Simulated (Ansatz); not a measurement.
CH$_{5}$FGeSe (`C[Se][GeH2][F]`), relaxed with RKS PBE0-D4/def2-TZVP in the Gaussian-basis code of Ansatz from a PBE-D4/def2-SVP geometry. The force threshold is 0.005 eV/Å; the program also tests the step.

Charge 0, multiplicity 1.

Start:

```xyz
9

C     0.642   -1.051   -1.073
Se    1.476    0.187    0.225
Ge   -0.535    1.097    1.016
F    -1.404   -0.083    2.006
H     1.474   -1.566   -1.589
H     0.041   -0.492   -1.815
H     0.019   -1.796   -0.547
H    -0.208    2.300    1.934
H    -1.505    1.404   -0.157
```

```tsv
step	energy (eV)	largest force (eV/Å)	largest move (Å)
1	-125687.9055	0.502	0.000
2	-125687.9355	0.261	0.072
3	-125687.9403	0.216	0.060
4	-125687.9421	0.129	0.017
5	-125687.9426	0.056	0.004
6	-125687.9427	0.007	0.005
7	-125687.9428	0.005	0.003
8	-125687.9428	0.004	0.005
9	-125687.9428	0.003	0.004
```

End:

```xyz
9

C     0.637   -1.056   -1.065
Se    1.450    0.174    0.224
Ge   -0.528    1.103    1.003
F    -1.387   -0.075    1.964
H     1.463   -1.535   -1.587
H     0.025   -0.507   -1.778
H     0.047   -1.806   -0.545
H    -0.213    2.280    1.932
H    -1.494    1.423   -0.148
```

It took 22 s on 4 threads of a server CPU on a shared host, with 0.59 GiB of host memory at the peak.
